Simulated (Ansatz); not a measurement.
`COB(O)Br` + HBr → `OB(Br)Br` + CH₃OH at 500 K and 1 bar (ligand exchange at a B–O bond).

Isolated molecules relaxed with PBE0-D4/def2-TZVP in Ansatz; ΔE leaves out vibrations. CCSD(T)/CBS is the MP2 limit (def2-TZVPP, def2-QZVPP) plus CCSD(T) − MP2 in def2-TZVPP, frozen cores. This one scheme is used for every species. For Br outer-core shells are correlated without core-valence functions, which leaves a few kJ/mol of doubt a bond. Scalar relativity is left out up to krypton. One conformer a species, not always the lowest.

```json
{"species": "`COB(O)Br`", "CCSD(T)/CBS energy (Eh)": "-2789.05740", "H − E (kJ/mol)": "206.0", "S (J/(mol·K))": "395.9"}
{"species": "HBr", "CCSD(T)/CBS energy (Eh)": "-2573.91920", "H − E (kJ/mol)": "30.5", "S (J/(mol·K))": "213.7"}
{"species": "`OB(Br)Br`", "CCSD(T)/CBS energy (Eh)": "-5247.33602", "H − E (kJ/mol)": "84.2", "S (J/(mol·K))": "358.3"}
{"species": "CH₃OH", "CCSD(T)/CBS energy (Eh)": "-115.61712", "H − E (kJ/mol)": "157.0", "S (J/(mol·K))": "265.4"}
```

H − E and S are ideal-gas, rigid-rotor, harmonic terms from PBE0-D4/def2-TZVP, for one conformer and one mirror image of each species. 1 Eh = 2625.50 kJ/mol, R = 8.31446 J/(mol·K).

Q: By hand: ΔE, ΔH, ΔS and ΔG.

A: ΔE = (-5247.33602) + (-115.61712) − (-2789.05740) − (-2573.91920) = 0.02346 Eh = 61.6 kJ/mol. Δ(H − E) = 84.2 + 157.0 − 206.0 − 30.5 = 4.7, so ΔH = 66.3 kJ/mol. ΔS = 358.3 + 265.4 − 395.9 − 213.7 = 14.1 J/(mol·K). ΔG = 66.3 − 500 × (14.1)/1000 = 59.2 kJ/mol.

Q: By hand: the equilibrium constant, and the temperature at which ΔG would vanish if ΔH and ΔS stayed fixed.

A: log₁₀ K = −ΔG/(RT ln 10) = -6.2. ΔG = 0 at ΔH/ΔS = 4702 K, far beyond where these terms or the molecules hold.

The number of gas molecules stays the same, so ΔS is small and ΔH decides. A doubt of 5 kJ/mol in ΔE shifts log₁₀ K by 0.5 here. Other conformers and mirror images would add mixing entropy, several J/(mol·K) or more a flexible species. These are equilibria of isolated gas molecules and say nothing of rates. Largest T1 diagnostic: 0.011 (customary marks: 0.02 for closed shells, 0.045 for open ones).
